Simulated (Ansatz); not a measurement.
A made-up structure of CHBBr, doublet:

| atom | x (Å) | y (Å) | z (Å) |
| --- | --- | --- | --- |
| B1 | 0.3809 | -0.2176 | 0.3258 |
| C2 | 0.2937 | -0.6215 | -0.9767 |
| Br3 | -1.1867 | 0.7926 | -0.7052 |
| H4 | 0.5218 | 0.0658 | 1.4313 |

It is relaxed with PBE-D4/def2-SVP and then PBE0-D4/def2-TZVP (Ansatz 0.2.0). Atoms count as bonded within 1.22 times the sum of their covalent radii (H–H: 0.88 Å). The end point is not checked to be a true minimum.

(1) Does its bonding change? (Judge from chemistry; the calculation decides.)

Answers

(1) By the calculation: No: no bond forms or breaks.

Where it ends: The first stage lowers the energy by 0.38 eV in 8 steps. It ends as CHBBr ([BH]1[C][Br]1):
```xyz
4
angstrom
B 0.2812 -0.1282 0.3284
C 0.3412 -0.6844 -1.0328
Br -1.1779 0.7935 -0.6814
H 0.5650 0.0384 1.4611
```

Labels in which every atom is bracketed show which atoms are joined, not bond orders.

For scale, one of the runs: PBE0-D4/def2-TZVP relaxation, 116 basis functions, launched by `ansatz run in.yaml --threads 2 --pin off --events-out ev --progress --plain --max-ram 4352MiB`. The run took about 17 s on 2 CPU threads of an Arm Neoverse V2 (shared host).
